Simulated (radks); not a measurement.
The numbers below are computed, except where a source is named.
Task: The mean radii <r> (bohr) of the occupied orbitals of an atom or ion are listed with their occupations. Code: a radial shooting solver on a logarithmic mesh with Libxc functionals. Model: Dirac Kohn-Sham, revPBE, spin-unpolarised, spherical densities, point nucleus.

orbital  occ.     <r>
1s1/2       1  0.7817

Name the element and its charge. Open shells, if any, are shared by 2j + 1.

Result: Z = 2, helium, charge +1: He+ in 1s1. The 1s radius gives Z: for a bare nucleus <r> = (2 gamma + 1)/(2Z) with gamma = sqrt(1 - (Z/c)^2), 0.7499 bohr for Z = 2, and the self-interaction of the functional makes it slightly larger (0.7817 here). The occupations add up to 1, and the charge is Z minus that.
